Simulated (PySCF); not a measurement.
**Two-component Hartree-Fock for Xe²²⁺ (xenon, charge +22)**

Start: [Ar] 3d10 4s2 4p2; 4p1/2 filled at m_j = -1/2, +1/2. Calculated with PySCF 2.14 in an even-tempered Gaussian basis (17 s from 1.5 bohr⁻², ratio 2.8; 13 p from 2 bohr⁻², ratio 2.8; 8 d from 3.5 bohr⁻², ratio 2.8; 4 f from 10 bohr⁻², ratio 3): generalised Hartree-Fock with the X2C-1e Hamiltonian and a Gaussian nucleus; one run each with spin-orbit coupling (SO) switched off, then screened by Boettger's factors.

```tsv
spinor shell	electrons	ε, spin-free (eV)	ε, screened SO (eV)	weight of nominal j (screened SO)	rms radius, screened SO (bohr)
1s1/2	2	-35393.4	-35388.0	1.000	0.0305
2s1/2	2	-6160.3	-6157.9	1.000	0.124
2p1/2	2	-5589.1	-5815.8	1.000	0.107
2p3/2	4	-5589.1	-5485.4	1.000	0.112
3s1/2	2	-1788.8	-1787.2	1.000	0.322
3p1/2	2	-1598.8	-1645.0	1.000	0.314
3p3/2	4	-1598.8	-1576.2	1.000	0.326
3d3/2	4	-1323.2	-1330.6	1.000	0.296
4s1/2	2	-750.65	-749.96	1.000	0.695
4p1/2	2	-689.33	-697.41	1.000	0.712
```

(1) Where does 3d5/2 lie, and what is the 3d spin-orbit splitting (screened SO)?

| quantity | spin-free | screened SO |
| --- | --- | --- |
| E (hartree) | -7226.40753 | -7229.51895 |
| M_J | 0 | 0 |
| ⟨J²⟩ | 2.002 | 0.000 |
| ⟨L²⟩ | 2.002 | 1.345 |
| ⟨S²⟩ | 2.001 | 1.345 |

Breit and QED terms are absent; they matter most for the inner s and p1/2 levels.

Densities and radii are taken from the X2C orbitals without a picture-change correction, which distorts them close to the nucleus.

Without spin-orbit coupling the j labels of p, d and f shells carry no meaning; the spin-free column gives the mean over the occupied spinors of each nl shell.

## Answers

(1) At -1315.9 eV, 14.652 eV above 3d3/2.
